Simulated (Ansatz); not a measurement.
Ansatz (a quantum-chemistry and plane-wave program) input (CCSD(T)/def2-SVPD):

Ansatz 0.2 input:
```yaml
crystal:
  periodic: [false, false, false]
  atoms:
    - {symbol: C, position_ang: [3.34561155, -0.19157728, 0.12173488]}
    - {symbol: C, position_ang: [2.41693770, 0.51369666, -0.25180596]}
    - {symbol: C, position_ang: [1.34239486, 1.27575775, -0.64428846]}
    - {symbol: Sn, position_ang: [-0.51415048, -0.08142308, 0.03968715]}
    - {symbol: O, position_ang: [0.16892533, -1.15324996, 1.49565981]}
    - {symbol: O, position_ang: [-1.76396415, 1.30195672, 0.54988895]}
    - {symbol: O, position_ang: [-0.88840050, -0.99009928, -1.62461225]}
    - {symbol: H, position_ang: [4.16439523, -0.79680074, 0.44517050]}
    - {symbol: H, position_ang: [1.10006955, 1.30397469, -1.70562679]}
    - {symbol: H, position_ang: [1.10950493, 2.16803972, -0.06565925]}
    - {symbol: H, position_ang: [-0.26493199, -1.01086026, 2.34928861]}
    - {symbol: H, position_ang: [-2.46231145, 1.49054873, -0.09416499]}
    - {symbol: H, position_ang: [-0.70135200, -1.93987065, -1.63470030]}
basis:
  gaussian:
    orbitals: def2-SVPD
total_charge: 1
magnetization: {spin_polarized: true, initial_magnetization: 1}
correlation: {method: ccsd_t, electrons: outside_noble_gas}
output: {forces: true}
```

End of the output:

```
Total energy: -15118.83212931 eV, -555.6068328397 hartree
Atom 0 at     3.345612    -0.191577     0.121735 Å, force     1.360687    -1.073475     0.571282 eV/Å
Atom 1 at     2.416938     0.513697    -0.251806 Å, force    -1.146356     0.820185    -0.449299 eV/Å
Atom 2 at     1.342395     1.275758    -0.644288 Å, force    -0.358192     0.302680    -0.142729 eV/Å
Atom 3 at    -0.514150    -0.081423     0.039687 Å, force     0.110185     0.055113    -0.042019 eV/Å
Atom 4 at     0.168925    -1.153250     1.495660 Å, force     0.336609    -0.314132     0.383597 eV/Å
Atom 5 at    -1.763964     1.301957     0.549889 Å, force    -0.278306     0.447292     0.175497 eV/Å
Atom 6 at    -0.888401    -0.990099    -1.624612 Å, force    -0.062590    -0.175662    -0.529781 eV/Å
Atom 7 at     4.164395    -0.796801     0.445171 Å, force     0.411593    -0.291441     0.153791 eV/Å
Atom 8 at     1.100070     1.303975    -1.705627 Å, force    -0.111214    -0.020708    -0.429544 eV/Å
Atom 9 at     1.109505     2.168040    -0.065659 Å, force    -0.100734     0.349255     0.258666 eV/Å
Atom 10 at    -0.264932    -1.010860     2.349289 Å, force    -0.020527    -0.039853     0.200363 eV/Å
Atom 11 at    -2.462311     1.490549    -0.094165 Å, force    -0.146230     0.107061    -0.051213 eV/Å
Atom 12 at    -0.701352    -1.939871    -1.634700 Å, force     0.005076    -0.166318    -0.098610 eV/Å
Dipole moment:     0.786966     0.077930    -0.058210 e Å
```

The determinant is spin-contaminated: <S^2> is 0.87 against 0.75 for a pure state.
